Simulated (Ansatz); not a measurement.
`N#[C][SnH3]` + Cl• → `N#[C][SnH2]`• + HCl  (hydrogen abstraction from the Sn–H bond)

Calculated with Ansatz (gas phase, PBE0-D4/def2-TZVP geometries, no zero-point term in ΔE). CCSD(T)/CBS adds triple-zeta CCSD(T) − MP2 to the extrapolated MP2 energy (def2 sets, frozen cores). This one scheme is used for every species, atoms too. Functionals use def2-TZVPP. No spin–orbit coupling; open shells (•) take unrestricted orbitals. Spin–orbit coupling would lower the free atoms: a little for Cl. Elements past krypton have def2 core potentials. For Sn outer-core shells are correlated without core-valence functions, so the limit isn't a true one: a few kJ/mol of doubt a bond, and 10 to 20 or more in all where bonds break to atoms.

`N#[C][SnH3]`:

```xyz
6

N     2.331    0.815    0.824
C     1.300    0.452    0.458
Sn   -0.592   -0.207   -0.209
H    -0.696   -1.845    0.217
H    -1.734    0.751    0.598
H    -0.608    0.033   -1.888
```

`N#[C][SnH2]`•:

```xyz
5

N     1.153    1.905    0.914
C     0.695    0.949    0.458
Sn   -0.002   -0.854   -0.401
H    -0.945   -1.608    0.809
H    -0.900   -0.391   -1.780
```

HCl:

Z-matrix (Å, degrees):
```
Cl
H 1 1.279
```

```
       species  CAM-B3LYP energy (Eh)
 `N#[C][SnH3]`             -308.89408
           Cl•             -460.16616
`N#[C][SnH2]`•             -308.26852
           HCl             -460.83220
```

Question: Work out ΔE.

Answer: ΔE = (-308.26852) + (-460.83220) − (-308.89408) − (-460.16616) = -0.04048 Eh = -25.4 kcal/mol. CCSD(T)/CBS gives -25.9 kcal/mol.

Largest T1 diagnostic among the species: 0.018.

From PBE to PBE0 (25 % exact exchange), in def2-TZVPP and without D4, ΔE moves by +2.6 kcal/mol. Leaving LDA and LC-ωPBE aside and taking each functional with its dispersion term where it has one, the values, not all of them listed here, spread over 7.6 kcal/mol, from PBE-D4 to BHLYP-D4. LDA lies −4.0 kcal/mol from PBE without D4. At CCSD(T), def2-SVP lies +3.9 kcal/mol from the extrapolated value and def2-TZVPP +1.4 kcal/mol.
